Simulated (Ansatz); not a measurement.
`F[SiH]1NC(=[Se])O1`, relaxed with RKS PBE0-D4/def2-TZVP in Ansatz from a PBE-D4/def2-SVP geometry. The force threshold is 0.005 eV/Å; the program also tests the step.

Charge 0, multiplicity 1.

Start:

```xyz
8

F    -2.136    0.103   -1.137
Si   -0.526   -0.009   -0.990
N     0.079   -0.768    0.463
C     0.603    0.457    0.863
Se    1.552    0.898    2.299
O     0.214    1.311   -0.168
H     0.015   -0.362   -2.324
H     0.198   -1.628    0.996
```

(1) By how much does the energy fall, and how many steps does the optimiser take? (Best estimate.)

(2) Which bonds change most? (An estimate is asked.)

(3) Give the relaxed structure. (An estimate is asked.)

Results:

(1) The calculation gave: 2.34 kcal/mol, in 9 steps.

(2) The calculation gave: F1–Si2 from 1.620 to 1.574 Å; Si2–O6 from 1.722 to 1.678 Å; Si2–N3 from 1.748 to 1.718 Å.

(3) The calculation gave: 
```xyz
8

F    -2.089    0.102   -1.127
Si   -0.527   -0.002   -0.969
N     0.064   -0.760    0.456
C     0.589    0.447    0.848
Se    1.550    0.888    2.260
O     0.190    1.287   -0.169
H     0.028   -0.355   -2.279
H     0.195   -1.606    0.979
```
